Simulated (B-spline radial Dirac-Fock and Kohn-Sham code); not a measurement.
## Muonic X-ray lines of ⁵²Mn

Nucleus: ⁵²Mn, Fermi distribution (skin thickness 2.3 fm), rms radius 3.6706 fm (measured, Angeli and Marinova 2013).

Model: the Dirac equation of a negative muon with reduced mass in the field of a spherical finite nucleus, with the Uehling potential to all orders; nuclear polarisation, deformation, hyperfine structure, self-energy, higher-order vacuum polarisation, relativistic recoil and electron screening are left out. Program: a radial B-spline solver.

```csv
transition,energy (keV),"point nucleus, no QED (keV)"
2p3/2 → 1s1/2,1175,1330
2p1/2 → 1s1/2,1171,1326
3p3/2 → 1s1/2,1420,1574
3d5/2 → 2p3/2,245.6,244.4
3d3/2 → 2p1/2,248.8,247.8
4f7/2 → 3d5/2,85.67,85.41
4f5/2 → 3d3/2,85.96,85.69
5g9/2 → 4f7/2,39.58,39.51
6h11/2 → 5g9/2,21.47,21.46
```

The 2p fine-structure splitting is 3.562 keV, and 2s lies 21.22 keV above 2p1/2.

Values without a named source are computed, but for edge energies of neutral atoms, which are taken from tables.
